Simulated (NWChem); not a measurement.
System: C2H5FSi2; SMILES C([SiH3])#C[SiH2]F

```xyz
10

Si     0.1655     2.8960    -0.0001
C     -0.0874     1.0732     0.0003
C     -0.2444    -0.1414    -0.0002
Si    -0.5024    -1.9521     0.0000
F      0.9408    -2.6933    -0.0001
H      1.5413     3.1924     0.4902
H     -0.0012     3.4164    -1.3870
H     -0.8398     3.5308     0.8992
H     -1.2297    -2.3523    -1.2311
H     -1.2299    -2.3536     1.2307
```
Atoms are numbered in this order, from 1.

Computed with NWChem. Pople sets run with spherical d functions. All runs use the structure optimised with PBE0/def2-SVP. Total energies compare along this basis series because the functional is fixed.

```csv
level,basis functions,energy (Ha),highest occupied level (eV),orbital gap (eV),dipole (D),relative time
TPSS/STO-3G,38,-748.9840,-3.49,6.75,0.54,1
TPSS/3-21G,63,-754.0597,-7.11,5.64,1.57,1
TPSS/6-31G*,88,-758.0802,-6.99,5.28,1.44,3
TPSS/6-311G**,136,-758.1841,-7.21,5.26,1.68,6
```

Times are rough ratios from one shared machine.
